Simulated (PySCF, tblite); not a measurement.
## A complex of Ca2+ and 2 × hydrogen fluoride

A gas-phase complex of Ca2+ and 2 × hydrogen fluoride; charge +2, singlet. The structure comes from a short search (6 tight-binding starts) and was relaxed by PBE0-D3(BJ)/def2-SVPD; another way of binding may lie lower. Frequencies by PBE0-D3(BJ)/def2-SVPD show no clear imaginary mode.

Parts: 1 = Ca2+ ([Ca+2]), atoms 1, charge +2; 2 = hydrogen fluoride (F), atoms 2–3; 3 = hydrogen fluoride (F), atoms 4–5.

Coordinates in Å:
```
Ca1    -0.703    1.658   -1.050
F2      1.319    2.232   -1.738
H3      2.183    2.469   -2.028
F4     -2.794    1.283   -0.435
H5     -3.682    1.104   -0.176
```

Contacts between parts, classed by geometry: Ca1···F2 2.212 Å (ion contact); Ca1···F4 2.212 Å (ion contact).

Interaction energies are complex less parts, with the parts frozen as they stand in it; counterpoise-corrected, in kcal/mol (PySCF).

(1) How strongly do the parts interact, level by level?

(2) What holds them together? Decompose the wB97M-D3(BJ)/def2-TZVPD energy: frozen parts, their antisymmetrised product, then relaxation.

(3) Are the pair energies additive?

The parts were also relaxed and run alone, at the levels used for the complex: shieldings by PBE0/pcSseg-2; core levels by delta-SCF with SCAN, pcX-2 on the ionised atom and pcseg-1 elsewhere, spin-free X2C.

(4) What does binding change?

(5) What are the binding energy from relaxed parts (wB97M-D3(BJ)/def2-TZVPD), and ΔH and ΔG of association at 298.15 K and 1 atm?

Answers

(1) 
```json
{"level": "wB97M-D3(BJ)/def2-TZVPD", "interaction": "-74.04", "superposition error removed": "-0.27"}
{"level": "PBE0-D3(BJ)/def2-TZVPD", "interaction": "-75.80", "superposition error removed": "-0.31"}
```

(2) electrostatic -60.3, Pauli repulsion +27.5, orbital relaxation -40.7, dispersion correction -0.9 kcal/mol, which sum to the value before the counterpoise correction; the Pauli term holds the exchange-correlation of the frozen density too. Of the attraction, 59 % is electrostatic, 40 % is orbital relaxation, 1 % is dispersion correction.

(3) The pairs sum to -78.10 kcal/mol (1–2 -39.3, 1–3 -39.3, 2–3 0.4); the rest of +4.05 is a many-body weakening.

(4) 
```json
{"property": "shielding of Ca1 (ppm)", "alone": "1413.0", "in the complex": "1333.6", "change": "-79.3"}
{"property": "shielding of F2 (ppm)", "alone": "410.9", "in the complex": "372.2", "change": "-38.7"}
{"property": "shielding of F4 (ppm)", "alone": "410.9", "in the complex": "372.1", "change": "-38.7"}
{"property": "F2 1s core level (eV)", "alone": "694.12", "in the complex": "705.67", "change": "+11.56"}
```

(5) -73.61 kcal/mol, -71.57 with zero-point energy; ΔH -72.9 and ΔG -58.4 kcal/mol, from harmonic vibrations by PBE0-D3(BJ)/def2-SVPD with low modes damped.

Multiply charged ions in the gas phase bind far more strongly than in solution.
